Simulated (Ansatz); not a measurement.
Cartesian coordinates (Å):
```xyz
9

N      2.6904     0.4165     0.0397
Si     1.1200     0.4009     0.3368
C     -0.2880    -0.3909    -0.4942
Si    -1.8988    -0.2310     0.0619
H      3.1005    -0.0773    -0.7423
H      0.6673     1.1677     1.5126
H     -0.1002    -0.9904    -1.3795
H     -3.0616    -0.8607    -0.5898
H     -2.2296     0.5652     1.2549
```
Charge 0, multiplicity 1.

Computed with frozen-core CCSD(T)/cc-pVTZ // B3LYP-D3(BJ)/def2-TZVP (Ansatz, a quantum-chemistry and plane-wave program).

```yaml
HF energy: -673.07105 Ha
MP2 correlation energy: -0.60965 Ha
```

Q: Estimate the CCSD correlation energy, the (T) correction, the total energy and the T1 diagnostic.

A: 
- CCSD correlation energy: -0.64417 Ha
- (T) correction: -0.03233 Ha
- CCSD(T) total energy: -673.74754 Ha
- T1 diagnostic: 0.019
